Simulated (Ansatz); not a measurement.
A short molecular-dynamics run on `C#[C][In]([F])[F]`.

```yaml
crystal:
  periodic: [false, false, false]
  atoms:
    - {symbol: C, position_ang: [1.630605, -0.237733, 1.167759]}
    - {symbol: C, position_ang: [0.657969, -0.095921, 0.469855]}
    - {symbol: In, position_ang: [-0.989470, 0.144627, -0.708570]}
    - {symbol: F, position_ang: [-2.404039, -1.145558, -0.935787]}
    - {symbol: F, position_ang: [-1.387132, 1.698949, -1.777715]}
    - {symbol: H, position_ang: [2.492077, -0.364365, 1.784458]}
basis:
  gaussian: {orbitals: def2-SVP}
magnetization: {spin_polarized: true, initial_magnetization: 0}
hamiltonian: {xc: {name: PBE}, dispersion: d3bjatm}
md: {timestep: 1 fs, n_steps: 20, ensemble: nvt_langevin, temperature: 1000, initial_velocities: maxwell_boltzmann, friction: 0.01, seed: 505}
```

```sh
$ ansatz run in.yaml --threads 4 --pin off --events-out ev --progress --plain --max-ram 10444MiB
```

| step | time (fs) | potential energy (eV) | kinetic (eV) | T (K) | conserved (eV) |
| --- | --- | --- | --- | --- | --- |
| 0 | 0.0 | -12683.2182 | 0.6463 | 833 | – |
| 1 | 1.0 | -12683.2179 | 0.6004 | 774 | – |
| 2 | 2.0 | -12683.1742 | 0.5223 | 673 | – |
| 3 | 3.0 | -12683.1336 | 0.4218 | 544 | – |
| 4 | 4.0 | -12683.1177 | 0.4053 | 523 | – |
| 5 | 5.0 | -12683.1256 | 0.4340 | 560 | – |
| 6 | 6.0 | -12683.1278 | 0.4159 | 536 | – |
| 7 | 7.0 | -12683.1154 | 0.4055 | 523 | – |
| 8 | 8.0 | -12683.1289 | 0.4175 | 538 | – |
| 9 | 9.0 | -12683.1728 | 0.4008 | 517 | – |
| 10 | 10.0 | -12683.1890 | 0.3861 | 498 | – |
| 11 | 11.0 | -12683.1589 | 0.3721 | 480 | – |
| 12 | 12.0 | -12683.1238 | 0.3220 | 415 | – |
| 13 | 13.0 | -12683.1189 | 0.3042 | 392 | – |
| 14 | 14.0 | -12683.1393 | 0.3608 | 465 | – |
| 15 | 15.0 | -12683.1489 | 0.3585 | 462 | – |
| 16 | 16.0 | -12683.1191 | 0.3811 | 491 | – |
| 17 | 17.0 | -12683.0957 | 0.3618 | 467 | – |
| 18 | 18.0 | -12683.1064 | 0.3476 | 448 | – |
| 19 | 19.0 | -12683.1106 | 0.3153 | 406 | – |
| 20 | 20.0 | -12683.0920 | 0.3714 | 479 | – |

Velocities are drawn at the set temperature; a run this short doesn't reach equilibrium.

Frames (Å, forces in eV/Å):

```xyz
6
time=0.0 fs
C     1.631   -0.238    1.168    1.380   -0.203    0.987
C     0.658   -0.096    0.470   -1.548    0.227   -1.108
In   -0.989    0.145   -0.709    0.467   -0.068    0.333
F    -2.404   -1.146   -0.936   -0.648   -0.609   -0.094
F    -1.387    1.699   -1.778   -0.170    0.729   -0.491
H     2.492   -0.364    1.784    0.519   -0.075    0.374
6
time=1.0 fs
C     1.629   -0.242    1.163    1.903   -0.209    1.398
C     0.660   -0.095    0.447   -0.674    0.082   -0.472
In   -0.990    0.146   -0.706    0.347   -0.089    0.220
F    -2.398   -1.150   -0.942   -0.666   -0.619   -0.093
F    -1.392    1.698   -1.773   -0.195    0.780   -0.516
H     2.518   -0.352    1.817   -0.716    0.055   -0.537
6
time=2.0 fs
C     1.630   -0.248    1.160    1.715   -0.090    1.280
C     0.661   -0.095    0.425    0.409   -0.095    0.345
In   -0.991    0.147   -0.704    0.188   -0.105    0.089
F    -2.392   -1.154   -0.948   -0.666   -0.613   -0.090
F    -1.397    1.698   -1.768   -0.214    0.812   -0.529
H     2.537   -0.342    1.843   -1.432    0.092   -1.095
6
time=3.0 fs
C     1.631   -0.254    1.158    1.010    0.089    0.773
C     0.663   -0.094    0.404    1.510   -0.282    1.196
In   -0.991    0.148   -0.703    0.013   -0.139   -0.034
F    -2.387   -1.160   -0.953   -0.646   -0.589   -0.083
F    -1.402    1.699   -1.763   -0.234    0.845   -0.543
H     2.539   -0.336    1.860   -1.653    0.076   -1.309
6
time=4.0 fs
C     1.634   -0.260    1.157    0.039    0.281    0.045
C     0.666   -0.094    0.384    2.447   -0.450    1.945
In   -0.991    0.149   -0.702   -0.137   -0.180   -0.131
F    -2.382   -1.165   -0.956   -0.620   -0.559   -0.075
F    -1.407    1.700   -1.758   -0.253    0.876   -0.556
H     2.527   -0.331    1.869   -1.477    0.033   -1.227
6
time=5.0 fs
C     1.637   -0.265    1.155   -1.168    0.481   -0.914
C     0.670   -0.094    0.366    3.151   -0.588    2.532
In   -0.992    0.151   -0.701   -0.266   -0.197   -0.226
F    -2.378   -1.171   -0.959   -0.589   -0.526   -0.066
F    -1.413    1.704   -1.753   -0.262    0.873   -0.546
H     2.499   -0.325    1.865   -0.866   -0.043   -0.781
6
time=6.0 fs
C     1.637   -0.270    1.152   -2.462    0.640   -1.987
C     0.675   -0.096    0.351    3.477   -0.664    2.823
In   -0.992    0.152   -0.701   -0.385   -0.205   -0.318
F    -2.374   -1.178   -0.961   -0.536   -0.472   -0.053
F    -1.419    1.708   -1.750   -0.259    0.834   -0.511
H     2.458   -0.320    1.852    0.166   -0.134    0.045
6
time=7.0 fs
C     1.634   -0.273    1.146   -3.239    0.690   -2.695
C     0.683   -0.097    0.339    3.180   -0.633    2.615
In   -0.992    0.152   -0.701   -0.447   -0.202   -0.383
F    -2.371   -1.185   -0.963   -0.475   -0.411   -0.038
F    -1.426    1.712   -1.746   -0.247    0.768   -0.458
H     2.418   -0.317    1.839    1.228   -0.212    0.959
6
time=8.0 fs
C     1.625   -0.276    1.140   -2.819    0.596   -2.405
C     0.694   -0.098    0.331    2.283   -0.493    1.913
In   -0.992    0.153   -0.700   -0.438   -0.203   -0.409
F    -2.368   -1.193   -0.966   -0.413   -0.352   -0.022
F    -1.435    1.717   -1.742   -0.232    0.697   -0.402
H     2.392   -0.313    1.836    1.618   -0.244    1.325
6
time=9.0 fs
C     1.614   -0.279    1.133   -1.211    0.383   -1.027
C     0.705   -0.099    0.324    1.002   -0.275    0.859
In   -0.993    0.154   -0.700   -0.404   -0.229   -0.413
F    -2.367   -1.200   -0.968   -0.341   -0.281   -0.004
F    -1.444    1.721   -1.739   -0.216    0.633   -0.351
H     2.380   -0.308    1.848    1.170   -0.231    0.937
6
time=10.0 fs
C     1.602   -0.283    1.127    0.845    0.135    0.833
C     0.716   -0.101    0.320   -0.426   -0.018   -0.365
In   -0.994    0.154   -0.699   -0.368   -0.270   -0.411
F    -2.366   -1.207   -0.971   -0.257   -0.200    0.017
F    -1.453    1.725   -1.735   -0.201    0.573   -0.304
H     2.378   -0.301    1.867    0.406   -0.220    0.230
6
time=11.0 fs
C     1.592   -0.288    1.124    2.594   -0.069    2.473
C     0.726   -0.102    0.314   -1.670    0.221   -1.475
In   -0.995    0.155   -0.699   -0.354   -0.297   -0.429
F    -2.366   -1.214   -0.975   -0.171   -0.117    0.039
F    -1.463    1.728   -1.733   -0.179    0.498   -0.247
H     2.378   -0.292    1.886   -0.220   -0.236   -0.361
6
time=12.0 fs
C     1.584   -0.292    1.122    3.474   -0.159    3.362
C     0.735   -0.103    0.306   -2.356    0.360   -2.133
In   -0.995    0.155   -0.699   -0.406   -0.286   -0.502
F    -2.366   -1.221   -0.979   -0.082   -0.028    0.062
F    -1.472    1.733   -1.733   -0.145    0.386   -0.165
H     2.371   -0.281    1.899   -0.485   -0.272   -0.624
6
time=13.0 fs
C     1.579   -0.297    1.123    3.374   -0.113    3.347
C     0.742   -0.104    0.297   -2.353    0.359   -2.176
In   -0.995    0.155   -0.699   -0.517   -0.250   -0.614
F    -2.367   -1.228   -0.983    0.009    0.063    0.085
F    -1.482    1.738   -1.734   -0.103    0.252   -0.071
H     2.355   -0.270    1.908   -0.409   -0.311   -0.571
6
time=14.0 fs
C     1.578   -0.302    1.128    2.397    0.043    2.441
C     0.746   -0.106    0.286   -1.752    0.224   -1.644
In   -0.995    0.155   -0.699   -0.668   -0.204   -0.749
F    -2.368   -1.234   -0.987    0.095    0.151    0.108
F    -1.492    1.743   -1.736   -0.057    0.114    0.027
H     2.333   -0.260    1.911   -0.015   -0.329   -0.183
6
time=15.0 fs
C     1.578   -0.308    1.136    0.679    0.255    0.721
C     0.750   -0.109    0.274   -0.705   -0.013   -0.644
In   -0.995    0.155   -0.698   -0.834   -0.156   -0.887
F    -2.369   -1.240   -0.991    0.170    0.229    0.130
F    -1.501    1.747   -1.739   -0.014   -0.012    0.117
H     2.307   -0.253    1.907    0.703   -0.303    0.564
6
time=16.0 fs
C     1.580   -0.312    1.144   -1.037    0.450   -1.077
C     0.753   -0.113    0.260    0.385   -0.259    0.447
In   -0.996    0.155   -0.698   -0.999   -0.116   -1.021
F    -2.370   -1.245   -0.997    0.243    0.306    0.152
F    -1.510    1.751   -1.741    0.028   -0.130    0.202
H     2.286   -0.247    1.907    1.380   -0.250    1.298
6
time=17.0 fs
C     1.580   -0.316    1.152   -1.852    0.603   -1.983
C     0.758   -0.116    0.247    1.156   -0.431    1.265
In   -0.996    0.155   -0.697   -1.142   -0.082   -1.143
F    -2.371   -1.252   -1.003    0.319    0.386    0.176
F    -1.518    1.754   -1.745    0.070   -0.247    0.288
H     2.276   -0.242    1.920    1.450   -0.229    1.398
6
time=18.0 fs
C     1.579   -0.320    1.157   -1.610    0.725   -1.750
C     0.764   -0.119    0.235    1.501   -0.501    1.678
In   -0.997    0.154   -0.697   -1.225   -0.064   -1.227
F    -2.371   -1.259   -1.010    0.385    0.456    0.199
F    -1.526    1.757   -1.748    0.105   -0.342    0.358
H     2.278   -0.243    1.948    0.844   -0.274    0.742
6
time=19.0 fs
C     1.576   -0.322    1.158   -0.883    0.773   -0.953
C     0.772   -0.122    0.226    1.449   -0.481    1.685
In   -0.997    0.154   -0.697   -1.263   -0.073   -1.280
F    -2.372   -1.265   -1.017    0.454    0.528    0.224
F    -1.535    1.758   -1.751    0.135   -0.416    0.415
H     2.285   -0.248    1.978    0.108   -0.331   -0.091
6
time=20.0 fs
C     1.573   -0.324    1.159   -0.144    0.760   -0.119
C     0.781   -0.126    0.219    1.207   -0.417    1.495
In   -0.998    0.153   -0.696   -1.282   -0.108   -1.317
F    -2.372   -1.274   -1.024    0.536    0.613    0.252
F    -1.543    1.759   -1.753    0.163   -0.480    0.466
H     2.292   -0.252    2.003   -0.480   -0.368   -0.778
```

It took 26 s on 4 threads of an Arm Neoverse V1 on a shared host, with 0.37 GiB of host memory at the peak.
